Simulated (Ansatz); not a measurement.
Cost and result for the atomization energy of H6O5Si2 (`O[SiH2]O[Si](O)(O)O`) (13 atoms, 12 bonds).

```xyz
13

O    -0.530    2.120   -1.201
Si   -0.353    1.925    0.412
O    -0.401    0.327    0.805
Si    0.163   -1.044    0.155
O     1.462   -1.670    0.905
O     0.640   -0.615   -1.355
O    -0.993   -2.192    0.198
H    -0.031    1.492   -1.735
H     0.941    2.468    0.896
H    -1.494    2.604    1.062
H     1.297   -2.267    1.636
H     1.196   -1.237   -1.828
H    -1.897   -1.912    0.049
```

The species carries charge 0 and has multiplicity 1. The structure was optimised at the PBE0-D4/def2-TZVP level. It is one conformer, not always the lowest. Program: Ansatz. All runs use 2 threads of an AMD EPYC 7R13 on a shared host and a share of an NVIDIA H100 80 GB. Times are those of one run each, without the atoms' runs, and a repeat can differ threefold. Electronic energies, without spin–orbit coupling; frozen cores. CCSD(T)/CBS adds CCSD(T) − MP2 in def2-TZVPP to the MP2 limit, and its time is that of the two runs behind it. T1 = 0.012. B3LYP takes the VWN-RPA correlation (the form of Gaussian; ORCA's B3LYP/G).

CCSD(T)/CBS is a level of theory with its own doubt, some kJ/mol a heavy atom from the limit and from the frozen cores, so smaller differences don't rank the functionals.

```json
{"level": "PBE0-D4/def2-TZVPP", "functions": "323", "wall time": "3.2 s", "atomization (kJ/mol)": "5254.7", "difference from CCSD(T)/CBS": "-136.1", "per bond": "-11.3"}
{"level": "B3LYP-D4/def2-TZVPP (with forces)", "functions": "323", "wall time": "4.8 s", "atomization (kJ/mol)": "5305.4", "difference from CCSD(T)/CBS": "-85.4", "per bond": "-7.1"}
{"level": "PBE-D4/def2-TZVPP (with forces)", "functions": "323", "wall time": "5 s", "atomization (kJ/mol)": "5376.7", "difference from CCSD(T)/CBS": "-14.1", "per bond": "-1.2"}
{"level": "r2SCAN-D4/def2-TZVPP (with forces)", "functions": "323", "wall time": "6 s", "atomization (kJ/mol)": "5348.5", "difference from CCSD(T)/CBS": "-42.3", "per bond": "-3.5"}
{"level": "ωB97M-V/def2-TZVPP (with forces)", "functions": "323", "wall time": "6.5 s", "atomization (kJ/mol)": "5364.2", "difference from CCSD(T)/CBS": "-26.6", "per bond": "-2.2"}
{"level": "B2PLYP/def2-TZVPP", "functions": "323", "wall time": "7 s", "atomization (kJ/mol)": "5280.7", "difference from CCSD(T)/CBS": "-110.1", "per bond": "-9.2"}
{"level": "ωB97X-V/def2-TZVPP", "functions": "323", "wall time": "7.5 s", "atomization (kJ/mol)": "5353.0", "difference from CCSD(T)/CBS": "-37.8", "per bond": "-3.2"}
{"level": "MP2/def2-QZVPP", "functions": "605", "wall time": "8 s", "atomization (kJ/mol)": "5487.4", "difference from CCSD(T)/CBS": "96.6", "per bond": "8.0"}
{"level": "CCSD(T)/def2-TZVPP", "functions": "323", "wall time": "13 s", "atomization (kJ/mol)": "5212.9", "difference from CCSD(T)/CBS": "-177.9", "per bond": "-14.8"}
{"level": "CCSD(T)/CBS(def2)", "functions": "–", "wall time": "21 s", "atomization (kJ/mol)": "5390.8", "difference from CCSD(T)/CBS": "0.0", "per bond": "0.0"}
```

From PBE to PBE0 (25 % exact exchange), in def2-TZVPP and without D4, the atomization energy moves by −117.2 kJ/mol: exact exchange takes away binding that semilocal exchange gives to molecules. In def2-TZVPP, CCSD(T) changes the Hartree–Fock value by +1420.0 kJ/mol (the triples alone add +81.9 kJ/mol) and MP2 by +1586.5 kJ/mol; breaking electron pairs costs correlation energy, which Hartree–Fock lacks. The D4 term adds +52.2 kJ/mol with B3LYP and +27.6 kJ/mol with PBE0; it sums over pairs of atoms, weighted by their polarisabilities, and B3LYP, whose exchange is more repulsive, gets the larger term.
